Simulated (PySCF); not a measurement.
# A series of derivatives of C[SiH2]CS[SiH2]O

Parent skeleton `[CH3:1][SiH2:2][CH2:3][S:4][SiH2:5][OH:6]`; one hydrogen on atom 5 is replaced by X. Hydrogens on one atom are averaged.

How the numbers were obtained: PBE0/pcSseg-1 with gauge-including orbitals, structure optimised with GFN2-xTB, in PySCF 2.14.0 with density-fitted response routines (one computed conformer, no solvent, equivalent nuclei averaged, non-relativistic Hamiltonian).

Referencing at the same level of theory: ¹³C and ²⁹Si and ¹H against TMS; ³³S vs CS2; ¹⁷O against H2O.

Parent (X = H): C1 -8.2, Si2 -39.6, C3 6.1, S4 -201.0, Si5 -10.1, O6 17.5, H(C1) 0.31, H(Si2) 4.32, H(C3) 1.44 ppm. Effects are Δδ = δ(X) − δ(H), positive for deshielding.

Four derivatives gave (Δδ, ppm):
```tsv
compound	C1	Si2	C3	S4	Si5	O6	H(C1)	H(Si2)	H(C3)
1	-0.9	-4.1	+6.8	+37.2	+3.7	+18.8	+0.06	-0.22	+0.27
2	+2.8	-4.4	+2.1	+41.8	+11.3	+15.3	-0.22	-0.09	+0.70
3	+2.7	-4.9	+0.8	+49.8	-24.2	-3.8	-0.13	-0.01	+0.70
4	-0.8	-6.2	+5.7	+52.7	-28.7	+46.5	+0.06	-0.08	+0.43
```

Problem. Their substituents are CH3, CHO, OSiH3, isopropenyl. Which is which?

Solution. 1: X = isopropenyl (C=C(C)[Si@@H](O)SC[SiH2]C); 2: X = CH3 (C[SiH2]CS[Si@H](C)O); 3: X = CHO (C[SiH2]CS[Si@@H](O)C=O); 4: X = OSiH3 (C[SiH2]CS[Si@H](O)O[SiH3]).

Experimental scales use liquid or dissolved standards, which lie at an offset from isolated H2O (liquid H2O: subtract about 36 ppm).
